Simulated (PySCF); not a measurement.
# NMR parameters of (F2B-mu-NH2)2

(F2B-mu-NH2)2, B2F4H4N2, point group D2h.

Cartesian coordinates in Å; atom numbers follow the order of the lines, from 1:
```xyz
12

B    -0.213   -1.072   -0.198
F    -1.484   -1.557   -0.144
F     0.759   -1.973   -0.515
N     0.153   -0.249    1.122
B     0.227    1.059    0.208
F    -0.753    1.950    0.523
F     1.494    1.556    0.157
N    -0.129    0.234   -1.114
H    -0.582   -0.234    1.827
H     1.038   -0.511    1.553
H     0.613    0.217   -1.811
H    -1.009    0.498   -1.554
```

GIAO calculations in PySCF on the PBE0-D3(BJ)/def2-SVP structure: isolated species, non-relativistic, equivalent atoms averaged; basis pcSseg-1.

Question: Give the isotropic shieldings (ppm) with B3LYP, PBE0.

Answer: 
```tsv
atoms	environment	B3LYP	PBE0
F2/F3/F6/F7	fluorine bonded to B	329.7	332.7
N4/N8	nitrogen bonded to 2 B, 2 H	194.8	200.2
B1/B5	boron bonded to 2 F, 2 N	101.5	104.7
H9/H10/H11/H12	hydrogen on a nitrogen bonded to 2 B	29.55	29.36
HOMO–LUMO gap (eV)	–	9.85	10.56
```

Question: And the chemical shifts, against references computed in the same way?

Answer: 
```
         atoms  nucleus, reference   B3LYP    PBE0
   F2/F3/F6/F7          ¹⁹F, CFCl3  -157.7  -155.4
         N4/N8            ¹⁵N, NH3    68.8    65.4
         B1/B5       ¹¹B, BF3·OEt2    -3.7    -4.0
H9/H10/H11/H12             ¹H, TMS    1.83    1.91
```

Question: Which part of the shielding of F2/F3/F6/F7 depends on the functional?

Answer: Diamagnetic: B3LYP 469, PBE0 468 ppm; paramagnetic: B3LYP -140, PBE0 -136 ppm.

Question: What couplings does B3LYP/pcJ-1 (spin–dipole term only in couplings to heteroatoms) give?

Answer: ¹J(B1,F2) = -90.8, ¹J(N4,H9) = -75.2, ¹J(B1,N4) = -13.3, ²J(H9,H10) = -11.6, ²J(F2,N4) = -11.2, ²J(N4,N8) = 9.4, ²J(F2,F3) = -6.6, ²J(B1,B5) = -6.6, ²J(B1,H9) = -3.0, ³J(F2,H9) = 3.5 Hz (averaged over equivalent pairs; isotopes ¹¹B, ¹⁹F, ¹⁵N, ¹H).

Unscaled 19F shifts against computed CFCl3 carry errors that often reach 10 to 50 ppm. Experimental scales use liquid or dissolved standards, which lie at an offset from isolated NH3 (liquid NH3: subtract about 20 ppm).
